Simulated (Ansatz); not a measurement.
Program: Ansatz. Geometries: PBE0-D4/def2-TZVP. ΔE: electronic, gas phase. CBS: MP2 limit from def2 TZ/QZ plus the TZ coupled-cluster correction, frozen cores. This one scheme is used for every species, atoms too. Functionals use def2-TZVPP. No spin–orbit coupling; open shells (•) take unrestricted orbitals. Spin–orbit coupling would lower the free atoms: a little for O; strongly for In. def2 core potentials past Kr. For In outer-core shells are correlated without core-valence functions, so the limit isn't a true one: a few kJ/mol of doubt a bond, and 10 to 20 or more in all where bonds break to atoms. Each species was taken in one conformer, which may not be the lowest.

`[NH2][In][OH]`• → 3 H• + In• + N• + O•  (atomization)

CCSD(T)/CBS gives +1755.6 kJ/mol.

(1) Another level gave +2059.1 kJ/mol. Which?
A. PBE0/def2-TZVPP
B. CCSD(T)/def2-TZVPP
C. LC-ωPBE/def2-TZVPP
D. LDA (SPW92)/def2-TZVPP

Largest T1 diagnostic among the species: 0.021.

Answers

(1) D. LDA (SPW92) 2059.1, PBE0 1713.1, CCSD(T)/def2-TZVPP 1681.8, LC-ωPBE 1735.4 kJ/mol.

From PBE to PBE0 (25 % exact exchange), in def2-TZVPP and without D4, ΔE moves by −74.2 kJ/mol: exact exchange takes away binding that semilocal exchange gives to molecules. At CCSD(T), def2-SVP lies −195.6 kJ/mol from the extrapolated value and def2-TZVPP −73.8 kJ/mol: correlation converges slowly with the basis, and small sets miss more of it in the bonded molecule than in its fragments.

For atomizations the MP2-based limit and the directly extrapolated one differ by several kJ/mol either way, and by 10 to 25 for some Ge, Se and Sn compounds, so smaller differences from it don't rank the levels.
